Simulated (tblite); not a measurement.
Compound: C5H7ClF2Si.
Cartesian coordinates in Å at the GFN2-xTB level; atoms count from 1:
```
atom  x, y, z in Å
F1     3.0790   -1.2208    0.3246
C2     1.7536   -0.9178    0.3213
F3     1.3196   -1.1823    1.5864
C4     1.5197    0.5266   -0.0306
C5     1.2060    0.9131   -1.4349
C6     0.1801    0.9261   -0.6286
Si7   -1.6178    1.0532   -0.1685
C8    -2.0079   -0.6163    0.6803
Cl9   -1.7518   -1.9294   -0.5076
H10    1.2456   -1.6193   -0.3578
H11    2.0473    1.2093    0.6290
H12    1.6412    1.0575   -2.3922
H13   -2.4261    1.2051   -1.3761
H14   -1.8079    2.1304    0.8055
H15   -1.3501   -0.8281    1.5205
H16   -3.0382   -0.6983    1.0173
```

All values are computed: GFN2-xTB (tblite) harmonic vibrations without scaling, gas phase. Against measured fundamentals such values can be off by several per cent, at times by over 20. Modes of hydrogen on silicon can be 10 to 20 % off. One conformer, not necessarily the lowest.

Harmonic wavenumbers (cm⁻¹): 30.8, 45.1, 48.1, 83.8, 125.0, 184.0, 206.3, 265.6, 345.5, 390.3, 469.7, 483.1, 538.8, 549.4, 590.3, 634.7, 691.2, 698.5, 743.7, 754.2, 768.1, 918.9, 945.9, 993.8, 1006.1, 1012.7, 1082.8, 1090.2, 1186.9, 1189.4, 1228.3, 1263.3, 1337.1, 1430.2, 1816.9, 2255.7, 2287.9, 2897.2, 2998.5, 3002.5, 3011.7, 3244.3.

A = 1502, B = 780.3, C = 622.4 MHz; mass 167.997 u (most abundant isotopes); point group C1, symmetry number 1.

What is the zero-point energy?

Half the sum of the wavenumbers: 22423 cm⁻¹ = 64.11 kcal/mol.

Give the ideal-gas entropy at 298.15 K and 1 bar in the rigid-rotor, harmonic-oscillator model (classical rotation).

Translation 41.29, rotation 30.47, vibration 36.32: S = 108.1 cal/(mol K).

And Cp and H(298.15 K) − H(0)?

Cp = 40.72 cal/(mol K), of which vibrations give 32.77 (their classical limit is 42 R = 83.5); H(298.15 K) − H(0) = 7.59 kcal/mol without the zero-point energy, 5.22 from vibrations.

How do the functions run with temperature in this model?

```
T (K)  S (cal/(mol K))  Cp (cal/(mol K))  H − H(0) (kcal/mol)  G − H(0) (kcal/mol)  ln q(vib)
  150             85.8              25.6                 2.67               -10.21       4.88
  250            101.3              36.0                 5.75               -19.59       8.02
  400            121.3              49.5                12.20               -36.32      12.41
  600            143.8              61.4                23.39               -62.91      17.85
  900            170.9              71.9                43.53              -110.29      25.14
```

q(vib) and H(0) count from the zero-point level.

What must be added to the electronic energy to get the Gibbs energy at 298.15 K and 1 bar?

ZPE + [H(298.15 K) − H(0)] − T·S = 64.11 + 7.59 − 32.22 = 39.48 kcal/mol.

Which modes carry the vibrational entropy at 298.15 K?

30.8 cm⁻¹: 5.78; 45.1 cm⁻¹: 5.02; 48.1 cm⁻¹: 4.89; 83.8 cm⁻¹: 3.80; 125.0 cm⁻¹: 3.02; 184.0 cm⁻¹: 2.29 cal/(mol K); the other 36 give 11.52 together.

Hindered rotation and anharmonicity are outside this model. Other conformers, if any are populated, would add a mixing term that is left out. The structure is chiral; the term R ln 2 for an equal mix with its mirror image is left out.
